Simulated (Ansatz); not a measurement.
`BB1CN1` → `BC=NB`  (isomerisation)

Computed with Ansatz on PBE0-D4/def2-TZVP structures; ΔE is electronic, products minus reactants. CCSD(T)/CBS is the MP2 limit (def2-TZVPP, def2-QZVPP) plus CCSD(T) − MP2 in def2-TZVPP, frozen cores. Functionals use def2-TZVPP. B3LYP here is the variant with VWN-RPA as its local correlation; programs differ in this. HSE06 is defined as in plane-wave codes.

`BB1CN1`:

Cartesian coordinates in Å:
```
B 0.459 0.023 1.759
B 0.229 -0.030 0.144
C -0.816 -0.168 -1.047
N 0.602 0.073 -1.155
H 0.201 1.010 2.387
H 0.813 -0.937 2.382
H -1.173 -1.141 -1.378
H -1.499 0.658 -1.247
H 1.184 0.512 -1.844
```

`BC=NB`:

Cartesian coordinates in Å:
```
B 1.015 0.275 1.438
C 0.819 -0.300 0.000
N -0.273 -0.175 -0.614
B -1.450 -0.026 -1.241
H 2.056 0.132 2.005
H 0.107 0.854 1.950
H 1.628 -0.832 -0.516
H -2.285 -0.872 -1.099
H -1.617 0.944 -1.923
```

Q: Is it downhill or uphill in electronic energy at CCSD(T)/CBS, and by how much? (Estimate.)

A: The calculation gave: Downhill: ΔE = -60.1 kJ/mol.

Q: What do these levels give: r2SCAN-D4, B3LYP-D4, HSE06-D4, CAM-B3LYP-D4, BLYP, r2SCANh, r2SCAN0, CAM-B3LYP, MP2/def2-SVP, CCSD/def2-SVP, HF/def2-TZVPP, HF/def2-QZVPP? (Best estimate.)

A: The calculation gave: r2SCAN-D4 -57.9, B3LYP-D4 -74.0, HSE06-D4 -47.0, CAM-B3LYP-D4 -64.7, BLYP -84.3, r2SCANh -54.1, r2SCAN0 -48.9, CAM-B3LYP -64.4, MP2/def2-SVP -61.5, CCSD/def2-SVP -68.1, HF/def2-TZVPP -77.5, HF/def2-QZVPP -77.4 kJ/mol.

Largest T1 diagnostic among the species: 0.017.

At CCSD(T), def2-SVP lies −11.5 kJ/mol from the extrapolated value and def2-TZVPP −4.2 kJ/mol. From PBE to PBE0 (25 % exact exchange), in def2-TZVPP and without D4, ΔE moves by +10.1 kJ/mol. In def2-TZVPP, CCSD(T) changes the Hartree–Fock value by +13.2 kJ/mol (the triples alone add −2.2 kJ/mol) and MP2 by +22.6 kJ/mol.
